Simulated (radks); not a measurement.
Neutral zinc inside a hard spherical wall (all orbitals vanish at R), configuration held at [Ar] 3d10 4s2 and not refilled when levels cross. Calculated with a radial shooting solver on a logarithmic mesh with Libxc functionals: non-relativistic Kohn-Sham, PBEsol, spin-polarised, spherical densities, point nucleus. Eigenvalues in eV for spin up, with the zero of energy where the potential of the charges vanishes at infinity; a dash marks a level that is unbound or too diffuse for the functional's potential to be trusted. A positive occupied level is held by the wall or, in an anion where self-interaction has pushed it up, behind a barrier. The pressure on the wall is -dE/dV.

| R (bohr) | E (hartree) | kinetic (hartree) | e(3s) | e(3p) | e(3d) | e(4s) | e(4p, empty) | e(5s, empty) | pressure (GPa) |
|---|---|---|---|---|---|---|---|---|---|
| free | -1777.79850 | 1776.403 | -124.72 | -82.228 | -10.595 | -5.844 | -1.123 | - | 0 |
| 20 | -1777.79850 | 1776.403 | -124.72 | -82.228 | -10.595 | -5.844 | -1.122 | - | < 0.0001 |
| 12 | -1777.79849 | 1776.403 | -124.72 | -82.227 | -10.594 | -5.843 | -1.095 | 0.769 | 0.000199 |
| 10 | -1777.79837 | 1776.404 | -124.71 | -82.215 | -10.582 | -5.833 | -1.023 | 1.555 | 0.00372 |
| 8 | -1777.79694 | 1776.417 | -124.62 | -82.121 | -10.489 | -5.750 | -0.742 | 3.573 | 0.0709 |
| 7 | -1777.79313 | 1776.443 | -124.44 | -81.944 | -10.316 | -5.586 | -0.351 | 5.750 | 0.317 |
| 4 | -1777.56304 | 1777.432 | -120.54 | -78.059 | -6.561 | -0.658 | 7.266 | 35.727 | 46.8 |
| 3 | -1776.78583 | 1780.194 | -113.63 | -71.232 | 0.120 | 10.896 | 22.111 | 84.534 | 419 |
| 2.5 | -1775.43641 | 1784.692 | -105.46 | -63.192 | 8.347 | 27.656 | 42.000 | 143.43 | 1600 |
| 1.5 | -1756.13657 | 1844.818 | -46.755 | -2.979 | 75.339 | 203.20 | 226.36 | 598.13 | 62600 |
